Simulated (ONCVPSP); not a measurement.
Cutoff test, Cs (Z = 55), ONCV

```
Element                 : Cs
Generator               : ONCVPSP 4.0.1
Type                    : optimised norm-conserving Vanderbilt (ONCV)
Functional              : LDA (Perdew-Zunger)
Relativity              : scalar-relativistic
Frozen core             : [Kr] 4d10
Valence charge          : 9
Reference configuration : 5s2 5p6 6s1
Partial waves           : 5s+6s: rc 2.60 bohr, ncon 3, nbas 6, qcut 5.7 1/bohr, 2 projectors; 5p: rc 3.40 bohr, ncon 4, nbas 8, qcut 3.9 1/bohr, 2 projectors, debl 1.5 Ha; d scattering state at 0.1 Ha: rc 3.45 bohr, ncon 4, nbas 8, qcut 2.3 1/bohr, 2 projectors, debl 0.3 Ha
Local potential         : polynomial inside 1.75 bohr (lpopt 5, dvloc0 0 Ha)
Core correction         : none
```

In the d channel the program set the typed energies aside and used 0.050, 0.350 Ha.

Question: For each optimised wave give the share of its norm inside rc, the residual kinetic energy above qcut (Ha) and the cutoffs (Ha) for errors of 10, 1, 0.1 and 0.01 mHa per electron.

Answer:

```json
{"wave": "5s", "norm inside rc": "0.919", "residual KE": "7.8e-08", "10 mHa": "6.3", "1 mHa": "8.7", "0.1 mHa": "10.5", "0.01 mHa": "12.1"}
{"wave": "6s", "norm inside rc": "0.040", "residual KE": "4.9e-09", "10 mHa": "3.6", "1 mHa": "7.1", "0.1 mHa": "9.6", "0.01 mHa": "11.5"}
{"wave": "5p", "norm inside rc": "0.941", "residual KE": "3.1e-08", "10 mHa": "3.0", "1 mHa": "4.2", "0.1 mHa": "5.1", "0.01 mHa": "6.0"}
{"wave": "p projector 2", "norm inside rc": "0.336", "residual KE": "1.7e-05", "10 mHa": "3.2", "1 mHa": "4.4", "0.1 mHa": "5.7", "0.01 mHa": "11.5"}
{"wave": "d projector 1", "norm inside rc": "0.147", "residual KE": "1.8e-03", "10 mHa": "1.8", "1 mHa": "3.0", "0.1 mHa": "15.3", "0.01 mHa": "19.4"}
{"wave": "d projector 2", "norm inside rc": "0.291", "residual KE": "1.2e-02", "10 mHa": "2.7", "1 mHa": "4.4", "0.1 mHa": "16.6", "0.01 mHa": "25.9"}
```

The occupied waves need 8.7 Ha and 11 Ha for 1 and 0.1 mHa. Note: no bound ghost flagged; GHOST(+) flagged for s at 61.9 eV, d at 102.3 eV.
